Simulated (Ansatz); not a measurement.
[SnCl3]- (SnCl₃⁻). Total charge -1; singlet. Geometry relaxed at PBE-D4/def2-SVPD.

```xyz
4

Sn   -0.7864    0.3941    0.2735
Cl    1.3136    1.8184    0.1221
Cl   -0.6859   -0.6782   -2.0290
Cl    0.1587   -1.5344    1.6334
```

In the def2 sets Sn takes a core potential; there is no spin–orbit coupling.

Task: Estimate the harmonic wavenumbers at RKS PBE-D4/def2-SVPD (Ansatz, unscaled). Is this a minimum?

Result: 82, 82, 100, 254, 255, 279 cm⁻¹. Yes, no mode is imaginary beyond noise. Zero-point energy 6.3 kJ/mol. Hardware: 4 threads of Arm Neoverse V2 on a shared host. Wall time 14 s.
